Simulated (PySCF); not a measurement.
**Stretching TbCl**

Set-up: Tb x2c-SVPall, Cl x2c-SVPall; spin-free X2C with a Gaussian nucleus (PySCF 2.14). Energies in eV from Tb (4f9 6s2) + Cl in their ground configurations at the same level. All curves are PBE0. state 1: septet, about 8.3 electrons in the 4f shell (Mulliken), real f orbitals that mix terms; state 2: nonet, about 8.0 electrons in the 4f shell (Mulliken), real f orbitals that mix terms, a second solution, started from another occupation; state 3: septet, about 9.0 electrons in the 4f shell (Mulliken), real f orbitals that mix terms, a second solution, started from another occupation.

```csv
R (Å),state 1,state 2,state 3
2.086,-3.871,-3.330,-2.748
2.183,-4.484,-4.001,-3.551
2.280,-4.812,-4.378,-4.048
2.352,-4.925,-4.519,-4.271
2.425,-4.954,-4.569,-4.398
2.498,-4.920,-4.552,-4.450
2.595,-4.806,-4.451,-4.433
2.716,-4.589,-4.242,-4.315
2.861,-4.269,-3.920,-4.084
3.055,-3.802,-3.440,-3.700
```

Put a parabola through the three lowest points of the state 1 curve and estimate Re, k and ωe (reduced mass 28.66 u; 1 eV/Å² = 0.16022 mdyn/Å; ωe = 1302.8·√(k/μ) cm⁻¹).

Through R = 2.352, 2.425, 2.498 Å the second-order coefficient is 5.91 eV/Å², so Re ≈ 2.422 Å, k ≈ 1.89 mdyn/Å and ωe ≈ 335 cm⁻¹. A polynomial fit of higher order to the unrounded PBE0 energies gives Re = 2.419 Å, k = 1.93 mdyn/Å, ωe = 338 cm⁻¹; anharmonicity and rounding make the difference.

The higher-order fit for each curve: state 1: Re = 2.419 Å, ωe = 338 cm⁻¹, De = 4.95 eV; state 2: Re = 2.440 Å, ωe = 339 cm⁻¹, minimum 4.57 eV below the ground-state fragments; state 3: Re = 2.526 Å, ωe = 304 cm⁻¹, minimum 4.45 eV below the ground-state fragments.

Spin–orbit coupling is left out, which matters for elements this heavy, above all for dissociation energies. With d or f electrons several states lie close, and the lowest PBE0 determinant need not be the measured ground state.
